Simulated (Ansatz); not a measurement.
H2ISi (SMILES [SiH2]I) moved off its minimum; all values from Ansatz (a first-principles code), cores frozen in correlated methods. Open shells are unrestricted. Elements past Kr take the def2 small-core potentials, without spin–orbit coupling.
(charge 0, multiplicity 2)
```xyz
4

Si    -1.83722    -0.00689     0.49075
I      0.55796    -0.03322    -0.07171
H     -2.41659     1.33042    -0.20683
H     -2.43543    -1.12054    -0.12436
```

Forces at HF/def2-TZVPP (eV/Å):

```json
[
 {"atom": "Si1", "Fx": "0.039", "Fy": "2.954", "Fz": "-0.646"},
 {"atom": "I2", "Fx": "0.014", "Fy": "-0.060", "Fz": "0.114"},
 {"atom": "H3", "Fx": "0.611", "Fy": "-1.635", "Fz": "1.038"},
 {"atom": "H4", "Fx": "-0.664", "Fy": "-1.260", "Fz": "-0.506"}
]
```

**Question.** Give the forces (eV/Å), the total energy and the dipole at CCSD(T)/def2-TZVPPD.

**Answer.** 
| atom | Fx | Fy | Fz |
|---|---|---|---|
| Si1 | 0.283 | 2.822 | -0.406 |
| I2 | -0.091 | -0.052 | 0.118 |
| H3 | 0.526 | -1.417 | 0.887 |
| H4 | -0.718 | -1.354 | -0.598 |
Energy -587.0472 hartree, dipole 0.97 D.
